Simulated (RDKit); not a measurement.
RDKit input (UFF):

```python
from rdkit import Chem
from rdkit.Chem import AllChem, rdDetermineBonds

mol = Chem.MolFromXYZFile('mol.xyz')
rdDetermineBonds.DetermineBonds(mol, charge=-1)
print('SMILES', Chem.MolToSmiles(Chem.RemoveHs(mol)))
ff = AllChem.UFFGetMoleculeForceField(mol)
e0 = ff.CalcEnergy()
flag = ff.Minimize(maxIts=5000, forceTol=1e-5)
print(f'energy {e0:.4f} -> {ff.CalcEnergy():.4f} kcal/mol, converged: {flag == 0}')
print(Chem.MolToXYZBlock(mol))
```
mol.xyz:
```
4

C     -0.70135988     0.09443554     0.00755393
N      0.53274901    -0.32205473    -0.03424666
H     -0.76010881     1.24268472     0.13805788
H      1.23902506     0.44508517     0.05634518
```

Output:

```
SMILES [H]/[C-]=N\[H]
energy 6.2254 -> 0.2198 kcal/mol, converged: True
4

C     -0.679314    0.176143    0.016975
N      0.512368   -0.292908   -0.031004
H     -0.848396    1.241837    0.137541
H      1.325647    0.335079    0.044198
```

The dipole moment of an ion depends on the origin.

The geometry given is a B3LYP-D3(BJ)/def2-TZVP minimum.
